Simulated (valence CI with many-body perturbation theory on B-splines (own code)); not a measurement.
## E1 transitions of Ni²²⁺

Computed by relativistic CI+MBPT: four valence electrons over a frozen Dirac-Fock core [He], a basis of 11 s, 11 p, 9 d, 7 f, 5 g, 2 h, 1 i functions for each j, with the one-electron correlation potential Σ1, the two-electron term Σ2, the three-electron term Σ3, Breit, model QED; selected CI, second order for the rest (own B-spline code, finite nucleus).

No measured spectrum was set against this ion. As an estimate, levels of excited configurations hold to 0.05 to 0.15 % of their energy, terms of the ground configuration to about 0.5 %. Among the levels kept, up to 270 cm⁻¹ of a level comes from second order outside the variational space, and about a tenth of that is noise between levels of different J, which matters for small intervals.

Lines 1 to 50 of 267 in falling wavelength, among levels below 1283.7 eV, chosen from the strongest by gf and those to the six lowest levels. Wavelengths and rates use the calculated energies, so an error of 600 cm⁻¹ moves a line at 50.97 nm by 0.31 % and its rate by three times that or more. Electric multipoles are in the length gauge, E1 and E2 with the static RPA response of the core. Weak lines are less certain than strong ones. Lines between different terms over intervals too small for the method are left out, as are lines whose strength nearly cancels. The highest levels of a list are the least certain.

Names give the largest LS component (configuration and term), which can be under half, so a name can repeat, a term be missing and a line seem to break the LS rules; names also repeat where a configuration has a term twice. Letters in brackets count levels of one name in rising energy.

```
λ vac (nm)                Upper                Lower   A (s⁻¹)  log gf  Branch %
     50.97      2s.2p2.3p 1F°_3       2s.2p2.3s 1D_2  1.14e+09   -0.51       0.0
     49.40      2s.2p2.3p 3F°_2       2s.2p2.3s 3D_1  7.21e+08   -0.88       0.0
     48.25       2s.2p2.3d 5F_5      2s.2p2.3p 5D°_4  1.26e+09   -0.32      96.5
     46.78       2s.2p2.3d 5F_4      2s.2p2.3p 5D°_3  1.37e+09   -0.39       0.5
     46.41       2s.2p2.3d 5D_4      2s.2p2.3p 5D°_4  5.05e+08   -0.83       3.1
     46.03       2s.2p2.3d 5P_2      2s.2p2.3p 5S°_2  7.98e+08   -0.90       0.0
     45.80  2s.2p2.3p 3D°_2 [a]   2s.2p2.3s 3P_1 [a]  1.23e+09   -0.71       0.0
     45.41  2s.2p2.3p 3D°_3 [a]   2s.2p2.3s 3P_2 [a]  1.27e+09   -0.56       0.0
     45.15  2s.2p2.3p 3P°_2 [a]   2s.2p2.3s 3P_2 [a]  1.43e+09   -0.66       0.0
     45.05  2s.2p2.3p 3P°_1 [a]   2s.2p2.3s 3P_2 [a]  1.25e+09   -0.94       0.0
     45.01   2s.2p2.3d 5F_3 [a]      2s.2p2.3p 5D°_2  1.48e+09   -0.50       0.0
     44.50       2s.2p2.3d 5P_1      2s.2p2.3p 5S°_2  1.20e+09   -0.97       0.0
     44.15      2s.2p2.3p 5P°_3       2s.2p2.3s 5P_3  1.46e+09   -0.52       0.1
     43.55      2s2.2p.3d 3F°_4       2s2.2p.3p 3D_3  1.57e+09   -0.40      90.8
     43.53   2s.2p2.3d 5F_3 [b]      2s.2p2.3p 5D°_3  4.88e+08   -1.01       0.0
     42.06      2s2.2p.3d 3F°_3       2s2.2p.3p 3D_2  1.73e+09   -0.49       0.0
     41.99       2s.2p2.3d 5D_4      2s.2p2.3p 5P°_3  1.23e+09   -0.53       7.6
     41.98   2s.2p2.3d 5F_3 [b]      2s.2p2.3p 5P°_2  1.18e+09   -0.66       0.0
     41.83      2s.2p2.3p 3F°_3       2s.2p2.3s 3D_2  2.07e+09   -0.42       0.2
     41.31      2s.2p2.3p 5P°_2       2s.2p2.3s 5P_2  1.38e+09   -0.75       0.1
     40.87       2s2.2p.3p 3D_3      2s2.2p.3s 3P°_2  2.19e+09   -0.42       3.0
     40.43  2s2.2p.3d 3P°_2 [a]   2s2.2p.3p 3P_1 [a]  1.73e+09   -0.67       0.0
     40.13      2s.2p2.3p 5D°_4       2s.2p2.3s 5P_3  2.71e+09   -0.23      41.4
     40.08       2s2.2p.3p 3P_2      2s2.2p.3s 3P°_2  1.93e+09   -0.63       0.7
     40.00  2s.2p2.3p 3D°_2 [b]       2s.2p2.3s 3D_3  1.30e+09   -0.81       0.1
     39.91      2s.2p2.3p 5D°_3       2s.2p2.3s 5P_2  2.56e+09   -0.37       6.6
     39.58       2s2.2p.3p 3S_1      2s2.2p.3s 3P°_2  1.66e+09   -0.93       0.7
     39.58       2s.2p2.3d 3F_4  2s.2p2.3p 3D°_3 [a]  2.07e+09   -0.36       0.0
     39.43      2s2.2p.3d 1D°_2   2s2.2p.3p 3P_1 [b]  1.25e+09   -0.84       0.0
     39.38      2s2.2p.3d 3D°_3       2s2.2p.3p 3P_2  1.32e+09   -0.67       0.0
     39.30      2s.2p2.3p 3F°_4       2s.2p2.3s 3D_3  2.94e+09   -0.21      21.3
     39.26       2s.2p2.3d 5F_2      2s.2p2.3p 5D°_1  9.09e+08   -0.98       0.0
     39.05   2s.2p2.3d 3F_2 [a]  2s.2p2.3p 3D°_1 [a]  1.68e+09   -0.72       0.0
     39.04   2s.2p2.3d 3F_2 [b]  2s.2p2.3p 3D°_1 [b]  1.51e+09   -0.76       0.0
     38.93      2s2.2p.3d 1F°_3       2s2.2p.3p 1D_2  2.04e+09   -0.49       0.0
     38.68      2s.2p2.3p 5D°_2       2s.2p2.3s 5P_1  2.51e+09   -0.55       4.5
     38.64      2s2.2p.3d 3D°_3       2s2.2p.3p 3D_3  6.84e+08   -0.97       0.0
     38.47       2s.2p2.3d 5P_3      2s.2p2.3p 5P°_3  1.20e+09   -0.73       0.0
     38.44       2s.2p2.3d 3F_3  2s.2p2.3p 3D°_2 [a]  1.62e+09   -0.60       0.0
     37.85       2s2.2p.3p 3D_2      2s2.2p.3s 3P°_1  2.74e+09   -0.53       2.9
     37.47      2s.2p2.3p 1D°_2       2s.2p2.3s 3D_1  1.34e+09   -0.85       0.0
     37.29  2s2.2p.3d 3P°_2 [b]       2s2.2p.3p 3S_1  1.05e+09   -0.96       0.0
     37.28      2s2.2p.3d 3F°_2       2s2.2p.3p 3D_1  2.05e+09   -0.67       0.1
     37.21   2s2.2p.3p 3P_1 [a]      2s2.2p.3s 3P°_0  1.98e+09   -0.91       0.9
     36.92       2s.2p2.3d 3D_1  2s.2p2.3p 3P°_1 [a]  1.72e+09   -0.98       0.0
     36.71  2s.2p2.3p 3D°_3 [b]       2s.2p2.3s 3D_3  2.86e+09   -0.39       0.3
     36.67       2s.2p2.3d 3D_2  2s.2p2.3p 3P°_1 [a]  1.08e+09   -0.96       0.0
     36.61       2s.2p2.3d 3D_2  2s.2p2.3p 3P°_2 [a]  1.32e+09   -0.88       0.0
     36.45  2s.2p2.3p 3D°_2 [b]       2s.2p2.3s 3D_2  9.92e+08   -1.01       0.1
     35.72       2s.2p2.3d 3D_3  2s.2p2.3p 3P°_2 [a]  2.06e+09   -0.56       0.0
```

(1) How does gf follow from A for the line at 46.78 nm?

## Answers

(1) gf = 1.4992 × (2J+1)_upper × A / σ², with σ = 213789 cm⁻¹ and 2J+1 = 9: gf = 0.404.
